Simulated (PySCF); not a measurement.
Phosphorus tribromide, PBr3.
SMILES with atom numbers: `[Br:1][P:2]([Br:3])[Br:4]`

Linear response at CAM-B3LYP/def2-SVPD (PySCF, frozen core in the response, non-relativistic). Geometry: PBE0-D3(BJ)/def2-SVP; no solvent, vibrations or thermal averaging. The CAM-B3LYP/def2-SVPD calculation is non-relativistic and has no spin–orbit coupling, an omission that weighs most on bromine.

Static isotropic polarisability: 93.94 au (13.92 Å³), principal values 71.4, 105.1, 105.3 au.

What is the polarisability at 1064 nm and at the sodium D line?

95.18 au at 1064 nm (+1.3 %), 98.22 au at 589.3 nm (+4.6 %). The rise at 589.3 nm is 3.45 times that at 1064 nm; a pure ω² law gives 3.26. The lowest singlet lies at 282 nm, shorter than both wavelengths.

What is the isotropic C6 coefficient between two such molecules, C6 = (3/π)∫α(iω)² dω?

2917 au (Eh·bohr⁶) by a ten-point quadrature over imaginary frequencies, which is 1740 eV·Å⁶ or 168 J·nm⁶/mol.

Which effective excitation energy ω̄ makes London's formula C6 = (3/4)α²ω̄ exact here?

ω̄ = 4·C6/(3α²) = 0.441 Eh = 12.0 eV. A one-pole form α(ω) = α/(1 − ω²/ω̄²) fitted to the 1064 nm value gives 10.2 eV.

The lowest 6 singlets have (eV, f): 4.40, 0.015; 4.94, 0.000; 4.96, 0.009; 4.96, 0.009; 5.50, 0.014; 5.50, 0.012. What share of the static polarisability do they carry in the sum over states α = Σ f/ω²?

1.76 au, 1.9 % of α; the largest term, 0.58 au, is that of the state at 4.40 eV. Their oscillator strengths add up to 0.06. Higher states carry the rest.

What three-body coefficient follows from the one-pole estimate C9 = (3/4)·α·C6?

205000 au. This is an estimate from the two numbers above, not a computed integral.

What n − 1 at the D line would an ideal gas of it have at 273.15 K and 1 atm (2.6868 × 10¹⁹ cm⁻³), by n − 1 = 2π·N·α′?

24.57 × 10⁻⁴, a formal value whether or not that pressure can be reached.

Time: 22 s (grids of density and orbitals included); peak memory 0.70 GiB. Hardware: one thread, Intel Xeon Platinum 8488C (x86_64), no GPU, shared host. This is the whole response run at CAM-B3LYP/def2-SVPD, SCF included.
